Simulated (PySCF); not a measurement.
Isomers of C5H11PSi, one GFN2-xTB conformer each. Single-point energies are computed at PBE0/pcSseg-1 (PySCF, gas phase, no added dispersion term), electronic only.

```json
{"SMILES": "C=C[Si@H](P)C1CC1", "GFN2-xTB relative energy (kJ/mol)": "180.1"}
{"SMILES": "CC1=CCP([SiH3])C1", "GFN2-xTB relative energy (kJ/mol)": "0.0"}
{"SMILES": "CCC#C[Si@H](C)P", "GFN2-xTB relative energy (kJ/mol)": "159.0"}
{"SMILES": "CC1=CC[Si@@H](P)C1", "GFN2-xTB relative energy (kJ/mol)": "47.4"}
{"SMILES": "CP1CC=C([SiH3])C1", "GFN2-xTB relative energy (kJ/mol)": "28.5"}
```

Conformers: `[CH2:1]=[CH:2][Si@H:3]([PH2:4])[CH:5]1[CH2:6][CH2:7]1` with C1–C2–Si3–P4 -128°, C2–Si3–P4–H 169° and 76°, C2–Si3–C5–C6 -26°; `[CH3:1][C:2]1=[CH:3][CH2:4][P:5]([SiH3:6])[CH2:7]1` with C2–C3–C4–P5 15°, C3–C4–P5–Si6 79°, C4–P5–C7–C2 19°, C1–C2–C7–P5 166°; `[CH3:1][CH2:2][C:3]#[C:4][Si@H:5]([CH3:6])[PH2:7]` with C4–Si5–P7–H -48° and 45°; `[CH3:1][C:2]1=[CH:3][CH2:4][Si@@H:5]([PH2:6])[CH2:7]1` with C4–Si5–P6–H -170° and -77°; `[CH3:1][P:2]1[CH2:3][CH:4]=[C:5]([SiH3:6])[CH2:7]1` with C1–P2–C3–C4 79°, P2–C3–C4–C5 14°, C4–C5–C7–P2 -15°, C1–P2–C7–C5 -78°.

Task: What does PBE0/pcSseg-1 give for the same structures?

Result: 
```tsv
SMILES	PBE0/pcSseg-1 E (Eh)	PBE0/pcSseg-1 (kJ/mol)	GFN2-xTB (kJ/mol)	point group
CC1=CC[Si@@H](P)C1	-827.45414	0.0	47.4	C1
CC1=CCP([SiH3])C1	-827.44035	36.2	0.0	C1
CP1CC=C([SiH3])C1	-827.43560	48.7	28.5	C1
CCC#C[Si@H](C)P	-827.41716	97.1	159.0	C1
C=C[Si@H](P)C1CC1	-827.40555	127.6	180.1	C1
```

GFN2-xTB puts CC1=CCP([SiH3])C1 lowest instead; measured from each level's own lowest isomer, the values differ by up to 61.9 kJ/mol (CCC#C[Si@H](C)P: 159.0 against 97.1). As drawn, the highest has a three-membered ring, which the lowest lacks.

Task: Which frontier levels, dipoles and rotational constants go with these structures?

Result: 
| SMILES | HOMO (eV, PBE0/pcSseg-1) | LUMO (eV) | dipole (D) | A, B, C (MHz) |
| --- | --- | --- | --- | --- |
| CC1=CC[Si@@H](P)C1 | -6.81 | 0.61 | 0.89 | 3642, 988.6, 881.7 |
| CC1=CCP([SiH3])C1 | -6.66 | 0.30 | 1.70 | 2707, 1303, 1183 |
| CP1CC=C([SiH3])C1 | -6.67 | -0.15 | 0.92 | 3521, 1069, 984.3 |
| CCC#C[Si@H](C)P | -7.05 | 0.06 | 2.25 | 2588, 744.9, 621.1 |
| C=C[Si@H](P)C1CC1 | -7.25 | -0.47 | 1.21 | 1857, 1326, 865.6 |
